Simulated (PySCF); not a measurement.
Vertical excitations of a molecule C₄H₉FSi from TDA-PBE/def2-SVPD run with PySCF 2.14.0, as energy in eV (oscillator strength): 6.20 (0.117), 6.26 (0.009), 6.33 (0.031), 6.62 (0.011), 6.88 (0.062), 6.96 (0.000), 7.27 (0.000), 7.46 (0.023), 7.58 (0.010), 7.63 (0.003). Lowest triplet (TDA): 4.25 eV. The structure is a stationary point at PBE0-D3(BJ)/def2-SVP. The values are those of a single conformer.

Problem. Identify the compound among the candidates.
(A) F[C@H]1CC[SiH2]C1
(B) C[SiH](C)/C=C\F
(C) C=C[C@@H](C)[SiH2]F
(D) C=C[C@@](C)(F)[SiH3]

Solution. B, C[SiH](C)/C=C\F
